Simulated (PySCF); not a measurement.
## r2SCAN on S³⁺ (sulfur, charge +3)

Configuration: [Ne] 3s2 3p1, 2P determinant. Calculation: PySCF 2.14, in cc-pVDZ-DK (4s3p1d, 18 functions); the spin-free X2C one-electron Hamiltonian (Gaussian nucleus).

```json
{
  "Total energy": "-396.6335 hartree",
  "One-electron energy": "-527.8961 hartree",
  "Hartree (Coulomb) energy": "155.8086 hartree",
  "Exchange-correlation energy": "-24.5460 hartree",
  "⟨S²⟩": "0.7554",
  "⟨L²⟩": "2.017",
  "Sum of ⟨r⟩": "8.519 bohr",
  "Sum of ⟨r²⟩": "10.58 bohr²",
  "Traceless quadrupole moment −½Σ⟨3z² − r²⟩ along its main axis": "-1.23 e·bohr²",
  "Langevin diamagnetic susceptibility": "-8.38 ×10⁻⁶ cm³/mol",
  "Time after the integrals": "0.18 s of wall time on 1 thread of Neoverse-V1 (shared host)"
}
```

| shell | electrons | mean orbital energy (hartree) | spread (hartree) | rms radius, mean of both spins (bohr) |
| --- | --- | --- | --- | --- |
| 1s α | 1 | -90.50673 | 0 | 0.112 |
| 1s β | 1 | -90.49771 | 0 | 0.112 |
| 2s α | 1 | -9.50575 | 0 | 0.518 |
| 2s β | 1 | -9.49978 | 0 | 0.518 |
| 2p α | 3 | -7.40998 | 0.01104 | 0.492 |
| 2p β | 3 | -7.39857 | 0.03059 | 0.492 |
| 3s α | 1 | -1.95344 | 0 | 1.64 |
| 3s β | 1 | -1.89339 | 0 | 1.64 |
| 3p α | 1 | -1.52675 | 0 | 1.79 |

Densities and radii are taken from the X2C orbitals without a picture-change correction, which distorts them close to the nucleus.
